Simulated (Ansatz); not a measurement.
Cost and result for the atomization energy of C4H3F7O, SMILES `FC(F)COC(F)(F)C(F)(F)F` (15 atoms, 14 bonds).

Cartesian coordinates in Å:
```
F -2.590 0.811 -2.197
C -1.310 0.891 -1.763
F -0.502 0.506 -2.773
C -1.159 -0.039 -0.586
O 0.142 0.187 -0.057
C 0.509 -0.599 0.964
F 0.517 -1.904 0.628
F -0.322 -0.483 2.021
C 1.935 -0.195 1.411
F 1.949 1.073 1.800
F 2.317 -0.958 2.426
F 2.790 -0.349 0.411
H -1.081 1.933 -1.517
H -1.923 0.196 0.159
H -1.271 -1.071 -0.926
```

Total charge 0; spin multiplicity 1. The structure was optimised at the PBE0-D4/def2-TZVP level. It is one conformer, not always the lowest. Program: Ansatz. All runs use 4 threads of an AMD EPYC 7R13 on a shared host and a share of an NVIDIA H100 80 GB. Times are those of one run each, without the atoms' runs, and a repeat can differ threefold. Electronic energies, without spin–orbit coupling; frozen cores. CCSD(T)/CBS adds CCSD(T) − MP2 in def2-TZVPP to the MP2 limit, and its time is that of the two runs behind it. T1 = 0.012. HSE06 is the plane-wave form, built on full-range PBE exchange.

CCSD(T)/CBS is a level of theory with its own doubt, some kJ/mol a heavy atom from the limit and from the frozen cores, so smaller differences don't rank the functionals.

```
                           level  functions  wall time
          LDA (SPW92)/def2-TZVPP        414      2.2 s
            revPBE-D4/def2-TZVPP        414      2.4 s
             PBE-QIDH/def2-TZVPP        414      3.1 s
               B97M-V/def2-TZVPP        414      3.5 s
           r2SCANh-D4/def2-TZVPP        414      3.8 s
                CCSD(T)/def2-SVP        183      3.8 s
             HSE06-D4/def2-TZVPP        414      3.9 s
             BHLYP-D4/def2-TZVPP        414      4.8 s
                  MP2/def2-QZVPP        774      5.5 s
              ωB97X-V/def2-TZVPP        414        6 s
ωB97M-V/def2-TZVPP (with forces)        414      7.5 s
              CCSD(T)/def2-TZVPP        414       36 s
               CCSD(T)/CBS(def2)          –       41 s
```

(1) What atomization energy does each give, and how far from CCSD(T)/CBS? (An estimate is asked.)

Results:

(1) Ansatz gave: 
```
                           level  atomization (kJ/mol)  difference from CCSD(T)/CBS  per bond
          LDA (SPW92)/def2-TZVPP                7612.6                       1395.3      99.7
            revPBE-D4/def2-TZVPP                6258.4                         41.1       2.9
             PBE-QIDH/def2-TZVPP                6190.8                        -26.5      -1.9
               B97M-V/def2-TZVPP                6220.4                          3.1       0.2
           r2SCANh-D4/def2-TZVPP                6194.4                        -22.9      -1.6
                CCSD(T)/def2-SVP                5933.2                       -284.1     -20.3
             HSE06-D4/def2-TZVPP                6279.9                         62.6       4.5
             BHLYP-D4/def2-TZVPP                5839.5                       -377.8     -27.0
                  MP2/def2-QZVPP                6429.5                        212.2      15.2
              ωB97X-V/def2-TZVPP                6258.6                         41.3       2.9
ωB97M-V/def2-TZVPP (with forces)                6257.3                         40.0       2.9
              CCSD(T)/def2-TZVPP                6039.4                       -177.9     -12.7
               CCSD(T)/CBS(def2)                6217.3                          0.0       0.0
```

Leaving LDA and LC-ωPBE aside and taking each functional with its dispersion term where it has one, the values, not all of them listed here, spread over 686.6 kJ/mol, from BHLYP-D4 to PBE-D4. LDA lies +1118.9 kJ/mol from PBE without D4, its usual overbinding. From BLYP to BHLYP (50 % exact exchange), in def2-TZVPP and without D4, the atomization energy moves by −370.0 kJ/mol: exact exchange takes away binding that semilocal exchange gives to molecules. The D4 term adds +51.1 kJ/mol with B3LYP and +27.3 kJ/mol with PBE0; it sums over pairs of atoms, weighted by their polarisabilities, and B3LYP, whose exchange is more repulsive, gets the larger term.

B3LYP here is the variant with VWN-RPA as its local correlation; programs differ in this.
